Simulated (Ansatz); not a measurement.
Job for Ansatz (a first-principles code): U-CCSD(T)/def2-TZVPP on LiP, 2S+1 = 3, a spin state set in the input, which need not be the lowest, a point of a bond scan (R = 2.330 Å).

Ansatz 0.2 input:
```yaml
crystal:
  periodic: [false, false, false]
  atoms:
    - {symbol: Li, position_ang: [0.00000000, 0.00000000, 0.00000000]}
    - {symbol: P, position_ang: [0.00000000, 0.00000000, 2.33049200]}
basis:
  gaussian:
    orbitals: def2-TZVPP
    pivot_positions_ang: [[0.00000000, 0.00000000, 0.00000000], [0.00000000, 0.00000000, 2.33049200]]
magnetization: {spin_polarized: true, initial_magnetization: 2}
correlation: {method: ccsd_t, electrons: valence}
output: {orbitals: {seedname: ./end}}
```

The log:

```
WARN ansatz: RAYON_NUM_THREADS=1 ignored (pool sized by the plan → 1); use --threads N
Functional definition: HF
integrals: 0.04 GiB planned
446 factors; integrals over basis functions are off by at most 3.8e-4 eV
mean field: 0.10 GiB planned
mean field evaluation 1: about -9473.7745 eV, gradient 6.7e0 eV
mean field evaluation 2: about -9473.7744 eV, gradient 6.7e0 eV
mean field evaluation 4: about -9474.1410 eV, gradient 9.1e-1 eV
mean field evaluation 8: about -9474.1612 eV, gradient 6.2e-3 eV
mean field evaluation 16: about -9474.1411 eV, gradient 9.1e-1 eV
mean field evaluation 32: about -9471.9798 eV, gradient 4.1e-2 eV
mean field evaluation 64: about -9470.6189 eV, gradient 1.5e0 eV
mean field evaluation 96: about -9470.4946 eV, gradient 8.3e0 eV
mean field evaluation 128: about -9462.8182 eV, gradient 6.4e0 eV
mean field evaluation 160: about -9462.3350 eV, gradient 4.9e0 eV
mean field evaluation 192: about -9469.7762 eV, gradient 2.9e-1 eV
mean field evaluation 224: about -9469.6001 eV, gradient 5.3e-2 eV
mean field evaluation 256: about -9472.2915 eV, gradient 3.3e0 eV
mean field evaluation 288: about -9468.0578 eV, gradient 7.8e0 eV
mean field evaluation 320: about -9471.7101 eV, gradient 9.4e-4 eV
mean field evaluation 352: about -9468.0759 eV, gradient 3.9e-1 eV
mean field evaluation 384: about -9473.3764 eV, gradient 2.4e0 eV
mean field evaluation 416: about -9471.9769 eV, gradient 3.2e-1 eV
mean field evaluation 448: about -9470.9274 eV, gradient 4.0e-2 eV
mean field evaluation 480: about -9474.1612 eV, gradient 3.0e-4 eV
mean field evaluation 512: about -9473.7255 eV, gradient 4.6e0 eV
mean field evaluation 544: about -9473.0276 eV, gradient 4.5e0 eV
mean field evaluation 576: about -9470.3959 eV, gradient 4.4e-2 eV
mean field evaluation 608: about -9470.8113 eV, gradient 5.0e-1 eV
mean field evaluation 640: about -9469.7770 eV, gradient 2.8e-4 eV
mean field evaluation 672: about -9469.8355 eV, gradient 6.1e0 eV
mean field evaluation 704: about -9470.3239 eV, gradient 1.7e0 eV
mean field evaluation 736: about -9470.6466 eV, gradient 3.6e0 eV
mean field evaluation 768: about -9468.8645 eV, gradient 6.5e-2 eV
mean field evaluation 800: about -9469.6000 eV, gradient 1.2e-3 eV
mean field evaluation 832: about -9473.4399 eV, gradient 4.3e-3 eV
mean field evaluation 864: about -9471.9792 eV, gradient 5.8e-2 eV
mean field evaluation 896: about -9470.2325 eV, gradient 3.7e-2 eV
mean field evaluation 928: about -9470.2873 eV, gradient 1.7e-1 eV
mean field evaluation 960: about -9470.3794 eV, gradient 2.2e-6 eV
mean field -9474.16119271 eV, -348.1690020150 hartree, gradient 2.2e-6 eV, S^2 2.015707; 14 other end points of the search recorded, 0 dependent functions left out
determinant -9474.16119271 eV, -348.1690020150 hartree, with singles and doubles -9478.68635741 eV, -348.3352987504 hartree
determinant -9473.43986299 eV, -348.1424936365 hartree, with singles and doubles -9478.00122906 eV, -348.3101207480 hartree
determinant -9471.97933048 eV, -348.0888200568 hartree, with singles and doubles -9475.78771695 eV, -348.2287756783 hartree
determinant -9471.71014832 eV, -348.0789277950 hartree, with singles and doubles -9476.46924246 eV, -348.2538212790 hartree
determinant -9470.92741950 eV, -348.0501630415 hartree, with singles and doubles -9475.21984864 eV, -348.2079069029 hartree
determinant -9470.39592083 eV, -348.0306308255 hartree, with singles and doubles -9474.15817818 eV, -348.1688912330 hartree
determinant -9470.37944449 eV, -348.0300253311 hartree, with singles and doubles -9474.73317641 eV, -348.1900220282 hartree
determinant -9474.16119271 eV, -348.1690020150 hartree, with singles and doubles -9478.66853123 eV, -348.3346436503 hartree
determinant -9473.43986299 eV, -348.1424936365 hartree, with singles and doubles -9477.98522145 eV, -348.3095324792 hartree
determinant -9471.97933048 eV, -348.0888200568 hartree, with singles and doubles -9475.77803362 eV, -348.2284198226 hartree
determinant -9471.71014832 eV, -348.0789277950 hartree, with singles and doubles -9476.44452829 eV, -348.2529130497 hartree
5 core orbitals not correlated
reference -9474.16119271 eV, -348.1690020150 hartree; 5, 3 occupied and 51, 53 virtual orbitals, 446 factors
second order -3.80166716 eV of doubles, -0.00000000 eV of singles
coupled cluster: 0.14 GiB planned
cycle   1  -4.50735635 eV  change   -1.8e-5 eV  update   8.0e-4
cycle   2  -4.50734423 eV  change    1.2e-5 eV  update   5.4e-4
cycle   3  -4.50727586 eV  change    6.8e-5 eV  update   3.3e-4
cycle   4  -4.50729491 eV  change   -1.9e-5 eV  update   8.6e-5
cycle   5  -4.50735686 eV  change   -6.2e-5 eV  update   4.2e-5
cycle   6  -4.50739767 eV  change   -4.1e-5 eV  update   1.8e-5
cycle   7  -4.50739451 eV  change    3.2e-6 eV  update   1.0e-5
cycle   8  -4.50738234 eV  change    1.2e-5 eV  update   4.1e-6
cycle   9  -4.50738245 eV  change   -1.0e-7 eV  update   1.3e-6
perturbative correction -0.15353423 eV, -0.0056422790 hartree
Total energy: -9478.82210939 eV, -348.3402875437 hartree
```

The run converged.

Cost: roughly 11 core-seconds.
